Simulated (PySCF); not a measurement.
C3H12OSi2, SMILES O(CCC)[SiH2][SiH3].

Geometry optimised at PBE-D3(BJ)/def2-SVP. The values are those of a single conformer.

All values below come from SMD-M06-2X/6-31G* (PySCF).

Solvation free energies are E(SMD) − E(gas) at the gas-phase geometry, for 1 M in both phases. In vacuum the dipole moment is 1.06 D.

| solvent | ΔG(solv) (kcal/mol) | its non-electrostatic (CDS) part | dipole (D) |
|---|---|---|---|
| water | 1.7 | 4.7 | 1.59 |
| toluene | -2.8 | -2.1 | 1.22 |
| acetonitrile | ? | ? | ? |

Question: What belongs in the gaps? (An estimate is asked for; the answer gives what the named calculation found.)

Answer: 
- acetonitrile, ΔG(solv) (kcal/mol): -2.4
- acetonitrile, its non-electrostatic (CDS) part: -0.6
- acetonitrile, dipole (D): 1.48
